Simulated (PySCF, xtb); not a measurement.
BeCl, SMILES [Be][Cl], multiplicity 2.

Harmonic wavenumbers (cm⁻¹) from GFN2-xTB (xtb) at its own minimum, in rising order: 790.

**Question.** What does B3LYP-D3(BJ)/def2-TZVPD in PySCF 2.14.0 give at its own minimum? (Estimate from the structure and the level; the computed values follow.)

**Answer.** 818. Paired by order, the mean absolute difference is 28 cm⁻¹ and the zero-point energies are 1.1 and 1.2 kcal/mol.
